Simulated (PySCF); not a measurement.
## As⁺ (arsenic, charge +1) across methods

[Ar] 3d10 4s2 4p2, high-spin 3P determinant. Calculation: PySCF 2.14, in dyall-av3z (24s17p11d2f, 144 functions); scalar relativity by spin-free X2C-1e.

| method | E (hartree) | mean ε 4s α (eV) | mean ε 4s β (eV) | mean ε 4p α (eV) | Σ⟨r²⟩ (bohr²) | ⟨S²⟩ |
| --- | --- | --- | --- | --- | --- | --- |
| PW91 | -2260.613 | -24.074 | -22.335 | -14.070 | 29.86 | 2.002 |
| PBE | -2260.119 | -23.986 | -22.240 | -14.015 | 29.88 | 2.002 |
| LDA | -2256.997 | -24.182 | -22.644 | -14.045 | 29.80 | 2.001 |
| PBE0 | -2260.151 | -25.811 | -23.317 | -15.292 | 29.82 | 2.003 |
| TPSSh | -2260.365 | -24.940 | -22.555 | -14.670 | 29.78 | 2.003 |
| BHandHLYP | -2260.399 | -27.431 | -24.497 | -16.286 | 29.87 | 2.003 |
| UHF | -2258.74184 | -30.439 | -25.310 | -18.443 | 30.14 | 2.009 |

Estimate the same row for r2SCAN.

E (hartree) = -2260.400; mean ε 4s α (eV) = -24.649; mean ε 4s β (eV) = -22.393; mean ε 4p α (eV) = -14.451; Σ⟨r²⟩ (bohr²) = 29.69; ⟨S²⟩ = 2.004.
